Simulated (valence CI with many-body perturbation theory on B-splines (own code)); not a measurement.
# Questions on Ba⁵⁺

Level of theory: valence CI with perturbative core correlation (CI+MBPT): five valence electrons over a frozen Dirac-Fock core [Kr] 4d10, a basis of 9 s, 9 p, 8 d, 6 f, 3 g, 1 h functions for each j, with the one-electron correlation potential Σ1 (screened to all orders), the two-electron term Σ2, the three-electron term Σ3, Breit, model QED; selected single and double excitations, second order for the rest, scaled by the run's own slope (own B-spline code, finite nucleus).

Set against measurement, 12 paired levels are off by 145 cm⁻¹ on average, the worst by 339. These come from a selection out of Sansonetti and Curry, J. Phys. Chem. Ref. Data 39, 043103 (2010). Levels without a partner in it may be off by more, other configurations by several thousand cm⁻¹. Among the levels kept, up to 1100 cm⁻¹ of a level comes from second order outside the variational space, and about a tenth of that is noise between levels of different J, which matters for small intervals. 1 measured level below the end of the list, from 179077 cm⁻¹ on, found no clear computed partner, and computed levels of the same name lie up to 142 cm⁻¹ from them.

Names give the largest LS component (configuration and term), which can be under half, so a name can repeat, a term be missing and a line seem to break the LS rules; names also repeat where a configuration has a term twice.

Rates and lifetimes use the calculated energies. Strong lines usually hold to 10 to 20 %, long lifetimes can be off by a factor of two.

Q: What is the ground level?

A: 5s²5p³ ⁴S°_3/2, composition 71 % 5s²5p³ ⁴S° + 18 % 5s²5p³ ²P° + 8 % 5s²5p³ ²D°, g = 1.776.

Q: Name the longest-lived excited levels whose lifetime is computed, and their main decay.

A: 5s²5p³ ²D°_5/2 at 23640 cm⁻¹ lives 71.2 ms, mostly by M1 to 5s²5p³ ⁴S°_3/2; 4f5s²5p² ²G°_9/2 at 167050 cm⁻¹ lives 19.0 ms, mostly by E2 to 5s²5p³ ²D°_5/2; 5s²5p³ ²D°_3/2 at 17332 cm⁻¹ lives 13.1 ms, mostly by M1 to 5s²5p³ ⁴S°_3/2. The lifetime of 4f5s²5p² ⁴G°_11/2 is too uncertain to give, and may be longer.

Q: How well does LS coupling describe the low levels?

A: Among the lowest 20 levels the leading LS term, summed over configurations, holds 71 % on average. For single configurations the figures are 66 % in LS and 76 % in jj coupling. Terms mix most in the J = 7/2 level at 151920 cm⁻¹, where the leading one holds 32 %.

Q: Among levels below 189620 cm⁻¹, which E1 lines absorb most strongly from the ground level?

A: to 5s²5p²5d ⁴F_5/2 at 54.48 nm, f = 0.0833; to 5s5p⁴ ⁴P_3/2 at 71.64 nm, f = 0.0545; to 5s5p⁴ ⁴P_5/2 at 78.06 nm, f = 0.0533.

Q: What is the ionisation energy?

A: 72.285 eV; NIST lists 71 ± 2 eV (theoretical).

Q: What are the static dipole polarisabilities of the lowest levels?

A: 5s²5p³ ⁴S°_3/2 5.28 (tensor 0.034); 5s²5p³ ²D°_3/2 5.36 (tensor 0.14); 5s²5p³ ²D°_5/2 5.40 (tensor 0.020); 5s²5p³ ²P°_1/2 5.42 bohr³, of which the core gives 0.578.

Q: Where does the other parity begin?

A: At 5s5p⁴ ⁴P_5/2, 128110 cm⁻¹.
